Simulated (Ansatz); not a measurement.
CH₃F₃SeSiZn, SMILES `[CH3][Zn][Se][Si](F)(F)F` at its PBE0-D4/def2-TZVP geometry, where that method's forces vanish. The species carries charge 0 and has multiplicity 1.

```xyz
10

C     0.8718   -1.6723    1.5902
Zn   -0.0619   -0.0729    1.0383
Se   -1.2149    1.8802    0.5176
Si   -0.7863    1.5390   -1.6213
F     0.0429    2.7025   -2.2866
F    -2.0834    1.3684   -2.5003
F     0.0671    0.2089   -1.8193
H     1.5381   -2.0010    0.7907
H     1.4653   -1.4803    2.4857
H     0.1613   -2.4724    1.8050
```

Task: What forces (eV/Å) does B3LYP-D4/def2-TZVPP give on these atoms in the Gaussian-basis code of Ansatz? (Estimate.)

Result: Computed: 
```
C1   0.118 -0.197  0.060
Zn2 -0.008  0.004  0.057
Se3 -0.101  0.140  0.147
Si4 -0.025  0.037  0.025
F5   0.130  0.181 -0.103
F6  -0.204 -0.027 -0.138
F7   0.119 -0.182 -0.035
H8  -0.037  0.016  0.048
H9  -0.032 -0.014 -0.050
H10  0.042  0.042 -0.011
```

B3LYP here is the variant with VWN-RPA as its local correlation; programs differ in this.
